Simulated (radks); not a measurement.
The numbers below are computed, except where a source is named.
Neutral zinc inside a hard spherical wall (all orbitals vanish at R), configuration held at [Ar] 3d10 4s2 and not refilled when levels cross. Code: a radial shooting solver on a logarithmic mesh with Libxc functionals. Model: non-relativistic Kohn-Sham, PBE, spin-polarised, spherical densities, point nucleus. Eigenvalues in eV for spin up, with the zero of energy where the potential of the charges vanishes at infinity; a dash marks a level that is unbound or too diffuse for the functional's potential to be trusted. A positive occupied level is held by the wall or, in an anion where self-interaction has pushed it up, behind a barrier. The pressure on the wall is -dE/dV.

| R (bohr) | E (hartree) | kinetic (hartree) | e(3s) | e(3p) | e(3d) | e(4s) | e(4p, empty) | e(5s, empty) | pressure (GPa) |
|---|---|---|---|---|---|---|---|---|---|
| free | -1779.18280 | 1777.935 | -125.03 | -82.371 | -10.567 | -5.825 | -1.159 | - | 0 |
| 20 | -1779.18280 | 1777.935 | -125.03 | -82.371 | -10.567 | -5.825 | -1.159 | - | < 0.0001 |
| 7 | -1779.17713 | 1777.977 | -124.73 | -82.072 | -10.272 | -5.554 | -0.352 | 5.643 | 0.331 |
| 5 | -1779.11685 | 1778.275 | -123.26 | -80.609 | -8.850 | -3.929 | 2.472 | 17.704 | 7.73 |
| 4 | -1778.94273 | 1778.975 | -120.78 | -78.140 | -6.469 | -0.568 | 7.354 | 35.720 | 47.4 |
| 2.5 | -1776.80480 | 1786.236 | -105.68 | -63.250 | 8.459 | 27.786 | 42.154 | 143.46 | 1610 |
| 2 | -1772.80844 | 1799.134 | -89.001 | -46.619 | 26.508 | 70.297 | 89.423 | 270.04 | 8100 |
